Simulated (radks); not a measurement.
Effect of the nuclear size on the chlorine ion Cl4+, [Ne] 3s2 3p1. Calculated with a radial shooting solver on a logarithmic mesh with Libxc functionals: Dirac Kohn-Sham, relativistic LDA (MacDonald-Vosko exchange, VWN5 correlation), spin-unpolarised, spherical densities, finite nucleus; open shells fill j = l - 1/2 first; Fermi nuclear charge, rms radius 3.3654 fm. The rms radius is varied about that value; shifts are against it.

| rms radius (fm) | total energy shift (eV) | density at nucleus (e/bohr^3) | 1s1/2 shift (meV) | 2s1/2 shift (meV) |
|---|---|---|---|---|
| 2.9279 | -0.00339 | 3576 | -1.42 | -0.102 |
| 3.214 | -0.00122 | 3570 | -0.512 | -0.037 |
| 3.3654 | 0 | 3567 | 0.000 | 0.000 |
| 3.7019 | 0.00292 | 3560 | 1.22 | 0.088 |
| 3.8736 | 0.00452 | 3557 | 1.89 | 0.136 |

Slopes of the eigenvalues against <r^2> in GHz/fm^2, as finite differences over the two radii next to the reference (eigenvalue slopes, not the field-shift constants of lines): 1s1/2 124, 2s1/2 8.95.
